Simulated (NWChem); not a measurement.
Species: silanone (SiH2O); SMILES O=[SiH2]

```xyz
4

Si     0.0000     0.0000    -0.4385
O      0.0000     0.0000     1.1138
H      0.0000    -1.2480    -1.2820
H      0.0000     1.2480    -1.2820
```
Atoms are numbered in this order, from 1.

Results from NWChem. Pople sets run with spherical d functions. STO-3G and 3-21G are far too small for this property and stand as cheap habits. Structure relaxed at the PBE-D3(BJ)/def2-SVP level. Field at 589 nm.

```
level              isotropic polarisability (bohr³)  anisotropy (bohr³)
-----------------  --------------------------------  ------------------
B3LYP/STO-3G                                   12.2                 9.4
B3LYP/6-31G*                                   23.9                10.6
B3LYP/def2-SVP                                 25.4                11.1
B3LYP/def2-SVPD                                32.8                10.4
B3LYP/aug-cc-pVDZ                              33.0                11.5
B3LYP/def2-TZVPD                               33.2                10.7
```
